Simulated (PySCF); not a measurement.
Species: C2H7FSSi.
SMILES: `CS[SiH2]CF`

Jobs on this species (12 atoms, 58 electrons) with PySCF (density fitting). Hardware of each: one thread of an Arm Neoverse V1, shared host. The host was shared with other jobs, so the times are rough. Peak memory is the resident size of the whole Python process, interpreter and libraries included.

Question: Rank these jobs by wall time, shortest first.
A. PBE0/STO-3G; shieldings, charges and field gradients; 40 basis functions
B. BLYP/pcSseg-2; shieldings; 292 basis functions
C. PBE0/def2-TZVP; shieldings, charges and field gradients; 209 basis functions

Answer: A (3.0 s), C (21 s), B (46 s).

All jobs:

| level and settings | work | basis functions | SCF cycles | wall time | peak memory |
| --- | --- | --- | --- | --- | --- |
| PBE0/STO-3G | shieldings, charges and field gradients | 40 | 11 | 3.0 s | 0.44 GiB |
| PBE0/def2-TZVP | shieldings, charges and field gradients | 209 | 12 | 21 s | 0.96 GiB |
| PBE0-D3(BJ)/def2-SVP, grid level 1 | geometry optimisation from a GFN2-xTB start shaken at random | 113 | 45 | 30 s | 0.47 GiB |
| LDA/pcSseg-2 | shieldings | 292 | 13 | 36 s | 0.96 GiB |
| BLYP/pcSseg-2 | shieldings | 292 | 14 | 46 s | 0.91 GiB |
| KT3/pcSseg-2 | shieldings | 292 | 15 | 49 s | 0.91 GiB |
| wB97X-D/pcSseg-2 | shieldings | 292 | 13 | 50 s | 1.3 GiB |
| CAM-B3LYP/pcSseg-2 | shieldings | 292 | 12 | 52 s | 1.3 GiB |
| LC-wPBE/pcSseg-2 | shieldings | 292 | 14 | 62 s | 1.2 GiB |

What do all jobs in the table cost together?

About 5.8 min; the longest takes about 18 % of that, and about 21 times as long as the shortest.
